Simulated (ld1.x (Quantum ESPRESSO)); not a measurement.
# Configuration tests for nickel (Ni) (PAW)

- Element: Ni
- Generator: ld1.x (Quantum ESPRESSO) 7.5
- Type: PAW
- Functional: revPBE
- Relativity: scalar-relativistic
- Frozen core: [Ar]
- Valence charge: 10
- Reference configuration: 3d8 4s2 4p0
- Partial waves: 4s (bound): rcut 1.35, rcutus 1.85 bohr; 4s channel at 2.7 Ry: rcut 1.35, rcutus 1.85 bohr; 4p (bound, empty): rcut 1.90, rcutus 2.40 bohr; 4p channel at 4.15 Ry: rcut 1.90, rcutus 2.40 bohr; 3d (bound): rcut 1.45, rcutus 1.60 bohr; 3d channel at 0.05 Ry: rcut 1.45, rcutus 1.60 bohr
- Local potential: all-electron potential smoothed inside 1.55 bohr (lloc = -2)
- Core correction: Bessel-smoothed model core, default radius (core density twice the valence density)
- Augmentation charge: PSQ, radius 1.45 bohr

Energies are relative to the spin-unpolarised reference configuration 3d8 4s2 4p0; without spin polarisation the order of configurations can differ from experiment. The frozen-core shift is the all-electron ΔE with the core orbitals held at their reference shape minus the fully relaxed ΔE.

```
valence configuration  charge  ΔE all-electron (eV)  error AE − PS (meV)  frozen-core shift (meV)
          3d8 4s1 4p0      +1                 9.220                 -3.0                     +2.6
          3d8 4s0 4p0      +2                26.401                  -13                      +11
          3d7 4s0 4p0      +3                63.750                 -221                     +210
          3d8 4s0 4p1      +1                14.868                 -5.9                     +5.1
          3d8 4s1 4p1       0                 4.569                 -1.3                     +1.1
          3d7 4s2 4p0      +1                16.056                 -146                     +141
```

What are ΔE and the potential's error for 3d8 4s1.5 4p0?

ΔE = 3.675 eV all-electron; the error (AE − PS) is -0.8 meV.
